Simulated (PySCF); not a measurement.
isotetrasilane (H10Si4), singlet, geometry from GFN2-xTB; DF-PBE/STO-3G (PySCF).

PySCF was given this input:
```python
from pyscf import gto, scf, dft

mol = gto.M(
    atom='''
Si   -0.01394313    2.09614472   -0.79913652
Si    0.04558500    0.14517732    0.46898895
Si    1.91744944   -1.16426879    0.02240857
Si   -1.94350764   -1.05927062    0.36518505
H     1.20137455    2.90488590   -0.67825699
H    -0.16176468    1.78520261   -2.22362805
H    -1.12917524    2.98053605   -0.45309522
H     0.18280575    0.58219256    1.88074744
H     3.18280585   -0.44523778    0.18824825
H     1.89596136   -1.64599453   -1.36149566
H     2.00972012   -2.35449961    0.87123596
H    -1.95871071   -2.23300110    1.24140469
H    -3.12199303   -0.26661890    0.72371910
H    -2.17919530   -1.55642221   -0.99312418
''',
    basis='sto-3g',
    verbose=4,
)

mf = dft.RKS(mol)
mf.xc = 'pbe'
mf = mf.density_fit(auxbasis='def2-universal-jkfit')
mf.kernel()
```

Task: Predict the main parts of the log of this PySCF run.

Result: 
```
PySCF version 2.14.0

[INPUT] verbose = 4
[INPUT] num. atoms = 14
[INPUT] num. electrons = 66
[INPUT] charge = 0
[INPUT] spin (= nelec alpha-beta = 2S) = 0
[INPUT] symmetry False subgroup None
[INPUT] Mole.unit = angstrom
[INPUT] Symbol           X                Y                Z      unit          X                Y                Z       unit  Magmom
[INPUT]  1 Si    -0.013943130000   2.096144720000  -0.799136520000 AA   -0.026348697019   3.961139438253  -1.510149158938 Bohr   0.0
[INPUT]  2 Si     0.045585000000   0.145177320000   0.468988950000 AA    0.086143165388   0.274345374298   0.886260670947 Bohr   0.0
[INPUT]  3 Si     1.917449440000  -1.164268790000   0.022408570000 AA    3.623454299301  -2.200149148479   0.042346060143 Bohr   0.0
[INPUT]  4 Si    -1.943507640000  -1.059270620000   0.365185050000 AA   -3.672697160600  -2.001731363598   0.690099729286 Bohr   0.0
[INPUT]  5 H      1.201374550000   2.904885900000  -0.678256990000 AA    2.270268872523   5.489438774111  -1.281719953172 Bohr   0.0
[INPUT]  6 H     -0.161764680000   1.785202610000  -2.223628050000 AA   -0.305690941828   3.373544009759  -4.202048017401 Bohr   0.0
[INPUT]  7 H     -1.129175240000   2.980536050000  -0.453095220000 AA   -2.133831950240   5.632396838893  -0.856225874150 Bohr   0.0
[INPUT]  8 H      0.182805750000   0.582192560000   1.880747440000 AA    0.345452801496   1.100184490159   3.554097571077 Bohr   0.0
[INPUT]  9 H      3.182805850000  -0.445237780000   0.188248250000 AA    6.014631364164  -0.841377464509   0.355737635929 Bohr   0.0
[INPUT] 10 H      1.895961360000  -1.645994530000  -1.361495660000 AA    3.582847713158  -3.110478864232  -2.572853917184 Bohr   0.0
[INPUT] 11 H      2.009720120000  -2.354499610000   0.871235960000 AA    3.797820613828  -4.449359423295   1.646397354273 Bohr   0.0
[INPUT] 12 H     -1.958710710000  -2.233001100000   1.241404690000 AA   -3.701426799152  -4.219760514853   2.345914873851 Bohr   0.0
[INPUT] 13 H     -3.121993030000  -0.266618900000   0.723719100000 AA   -5.899711789501  -0.503836700633   1.367630890117 Bohr   0.0
[INPUT] 14 H     -2.179195300000  -1.556422210000  -0.993124180000 AA   -4.118082288939  -2.941211711090  -1.876732707883 Bohr   0.0

nuclear repulsion = 328.347809175511
number of shells = 30
number of NR pGTOs = 138
number of NR cGTOs = 46
basis = sto-3g
ecp = {}

******** <class 'pyscf.df.df_jk.DFRKS'> ********
method = DFRKS
initial guess = minao
damping factor = 0
level_shift factor = 0
DIIS = <class 'pyscf.scf.diis.CDIIS'>
diis_start_cycle = 1
diis_space = 8
diis_damp = 0
SCF conv_tol = 1e-09
SCF conv_tol_grad = None
SCF max_cycles = 50
direct_scf = False
XC library pyscf.dft.libxc version 7.1.2
    S. Lehtola, C. Steigemann, M. J. T. Oliveira, and M. A. L. Marques,  SoftwareX 7, 1–5 (2018)
XC functionals = pbe
    J. P. Perdew, K. Burke, and M. Ernzerhof,  Phys. Rev. Lett. 77, 3865 (1996)
    J. P. Perdew, K. Burke, and M. Ernzerhof,  Phys. Rev. Lett. 78, 1396 (1997)
    J. P. Perdew, K. Burke, and M. Ernzerhof,  Phys. Rev. Lett. 77, 3865 (1996)
    J. P. Perdew, K. Burke, and M. Ernzerhof,  Phys. Rev. Lett. 78, 1396 (1997)
radial grids:
    Treutler-Ahlrichs [JCP 102, 346 (1995); DOI:10.1063/1.469408] (M4) radial grids

becke partition: Becke, JCP 88, 2547 (1988); DOI:10.1063/1.454033
pruning grids: <function nwchem_prune>
grids dens level: 3
symmetrized grids: False
atomic radii adjust function: <function treutler_atomic_radii_adjust>
small_rho_cutoff = 0
Set gradient conv threshold to 3.16228e-05
Initial guess from minao.
tot grids = 174800
init E= -1149.01341320523
  HOMO = -0.319002796780886  LUMO = 0.00209631507757463  gap/eV = 8.73755
cycle= 1 E= -1149.90631286067  delta_E= -0.893  |g|= 0.159  |ddm|= 3.84
  HOMO = -0.192569722599037  LUMO = 0.123610969976636  gap/eV = 8.60371
cycle= 2 E= -1149.907280292  delta_E= -0.000967  |g|= 0.139  |ddm|=  0.5
  HOMO = -0.179690762383171  LUMO = 0.139155234629789  gap/eV = 8.67624
cycle= 3 E= -1149.91504667986  delta_E= -0.00777  |g|= 0.00883  |ddm|= 0.258
  HOMO = -0.179797017301105  LUMO = 0.138930341831853  gap/eV = 8.67301
cycle= 4 E= -1149.91507521606  delta_E= -2.85e-05  |g|= 0.00307  |ddm|= 0.0199
  HOMO = -0.180204980693718  LUMO = 0.13849446480718  gap/eV = 8.67225
cycle= 5 E= -1149.91507926983  delta_E= -4.05e-06  |g|= 0.000376  |ddm|= 0.00636
  HOMO = -0.180172756436867  LUMO = 0.138533270207305  gap/eV = 8.67243
cycle= 6 E= -1149.91507934125  delta_E= -7.14e-08  |g|= 2.74e-05  |ddm|= 0.000849
  HOMO = -0.180172059213399  LUMO = 0.138534766423982  gap/eV = 8.67245
cycle= 7 E= -1149.91507934163  delta_E= -3.82e-10  |g|= 6.38e-06  |ddm|= 7.39e-05
  HOMO = -0.18017240068943  LUMO = 0.13853442285249  gap/eV = 8.67245
Extra cycle  E= -1149.91507934164  delta_E= -1.21e-11  |g|= 4.67e-06  |ddm|= 2.74e-05
converged SCF energy = -1149.91507934164
```
